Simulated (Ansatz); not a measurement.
A single point on H$_{5}$NOSiZn, SMILES `[NH2][Zn][O][SiH3]`.

```yaml
crystal:
  periodic: [false, false, false]
  atoms:
    - {symbol: N, position_ang: [-1.580632, 2.311979, 0.706371]}
    - {symbol: Zn, position_ang: [-0.807774, 0.719579, 0.339914]}
    - {symbol: O, position_ang: [-0.227660, -0.918650, 0.046491]}
    - {symbol: Si, position_ang: [1.054425, -1.760422, -0.476298]}
    - {symbol: H, position_ang: [-1.123320, 2.863765, 1.419749]}
    - {symbol: H, position_ang: [-1.738214, 2.913021, -0.091419]}
    - {symbol: H, position_ang: [1.553076, -1.253407, -1.789537]}
    - {symbol: H, position_ang: [2.191520, -1.685465, 0.487613]}
    - {symbol: H, position_ang: [0.678581, -3.190399, -0.642894]}
basis:
  gaussian: {orbitals: def2-QZVPP}
correlation: {method: mp2, frozen_orbitals: {H: 0, "N": 1, O: 1, Si: 5, Zn: 9}}
```

```sh
$ ansatz run in.yaml --threads 4 --pin off --events-out ev --progress --plain --max-ram 10444MiB
```

Shortened log:

```
Functional definition: HF
2686 factors; integrals over basis functions are off by at most 6.7e-4 eV
mean field evaluation 1: about -59836.4601 eV, gradient 5.4e1 eV
mean field evaluation 2: about -59836.6766 eV, gradient 5.4e1 eV
mean field evaluation 4: about -59842.0788 eV, gradient 5.7e0 eV
mean field evaluation 8: about -59842.1485 eV, gradient 6.8e-1 eV
mean field evaluation 16: about -59842.1496 eV, gradient 2.4e-6 eV
mean field -59842.14963975 eV, -2199.1584367950 hartree, gradient 2.4e-6 eV, S^2 0.000000; 0 other end points of the search recorded, 0 dependent functions left out
16 core orbitals not correlated: weight in the atoms' cores, before any rotation towards them, 1.000 or more for the frozen orbitals, at most 0.000 for the correlated occupied ones
reference -59842.14963975 eV, -2199.1584367950 hartree; 16, 16 occupied and 402, 402 virtual orbitals, 2686 factors
second order -31.94807354 eV of doubles, -0.00000000 eV of singles
Total energy: -59874.09771329 eV, -2200.3325068423 hartree
```

Hardware: 4 threads of an Arm Neoverse V1 on a shared host. Wall time 20 s, peak host memory 2.1 GiB.
